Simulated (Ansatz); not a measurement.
Program: Ansatz. Geometries: PBE0-D4/def2-TZVP. ΔE: electronic, gas phase. CCSD(T)/CBS is the MP2 limit (def2-TZVPP, def2-QZVPP) plus CCSD(T) − MP2 in def2-TZVPP, frozen cores. Each species was taken in one conformer, which may not be the lowest.

Consider the ligand exchange at a B–N bond: `BN1B[SiH2]1` + `CSC=N` → `BN=CSC` + `B1N[SiH2]1`.

```tsv
level	ΔE (kcal/mol)
HF/def2-QZVPP	-0.9
CCSD/CBS(def2)	-5.7
```

Problem. What does CCSD(T)/CBS give? (An estimate is asked.)

Solution. Computed: -6.6 kcal/mol. The listed levels differ from it by 5.7, 0.9 kcal/mol.

Largest T1 diagnostic among the species: 0.015.

From PBE to PBE0 (25 % exact exchange), in def2-TZVPP and without D4, ΔE moves by +2.4 kcal/mol. In def2-TZVPP, CCSD(T) changes the Hartree–Fock value by −5.6 kcal/mol (the triples alone add −0.9 kcal/mol) and MP2 by −5.7 kcal/mol.
